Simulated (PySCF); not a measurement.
Compound: C3HF5S.
Cartesian coordinates in Å at the PBE0-D3(BJ)/def2-SVP level; atoms count from 1:
```xyz
10
C3HF5S angstrom
F     -1.431    0.721    1.033
C     -1.253    0.332   -0.241
F     -1.089    1.431   -0.998
C     -0.016   -0.545   -0.364
S     -0.009   -1.865   -1.277
C      1.212   -0.076    0.417
F      2.311   -0.704    0.037
F      1.393    1.231    0.241
F      1.030   -0.302    1.716
H     -2.143   -0.220   -0.587
```

Theory: TDDFT PBE0/def2-SVPD, vertical, gas phase, core orbitals frozen in the response in PySCF 2.14.0, density-fitted response routines.

Transition dipole moments from the ground state, in atomic units and in the frame of the coordinates above (overall signs are arbitrary), for the states with f of 0.002 or more among the lowest 6:

```csv
state,E (eV),μx,μy,μz
S2,5.408,-0.014,0.127,0.070
S3,6.177,0.002,0.995,0.671
S4,6.302,-0.017,-0.197,-0.095
S5,7.195,-0.475,-0.066,-0.175
S6,7.229,-0.152,0.076,0.003
```

Question: Work out the oscillator strengths.

Answer: f = (2/3) ΔE |μ|² with ΔE in hartree (27.2114 eV).

| state | \|μ\|² (au) | \|μ\| (D) | f |
| --- | --- | --- | --- |
| S2 | 0.021 | 0.37 | 0.003 |
| S3 | 1.440 | 3.05 | 0.218 |
| S4 | 0.048 | 0.56 | 0.007 |
| S5 | 0.261 | 1.30 | 0.046 |
| S6 | 0.029 | 0.43 | 0.005 |

Question: Which bond between heavy atoms lies closest to the direction of the S3 transition dipole?

Answer: C4–S5, at 1° from it; next F1–C2 at 40°.

Question: What angle do the transition dipoles of S3 and S5 make?

Answer: |cos θ| = |μa·μb| / (|μa| |μb|) = 0.30, so θ ≈ 72° (taken between 0 and 90°, since the signs are arbitrary).

Question: How is the summed strength of these states shared among x, y and z?

Answer: (2/3) Σ ΔE μα² gives 0.044 for x, 0.160 for y and 0.076 for z, 0.279 in all.

Question: What peak molar absorption coefficient would the strongest computed level give as a lone Gaussian band 0.3 eV wide at half height?

Answer: ε(max) = 2.175×10⁸ f / FWHM, with the width in cm⁻¹. S3: 2.175×10⁸ × 0.2179 / 2420 ≈ 20000 L mol⁻¹ cm⁻¹.

The run took about 1.7 min of CPU time (with the writing of density and orbital grids) (one thread, shared machine).

One conformer stands for the species.
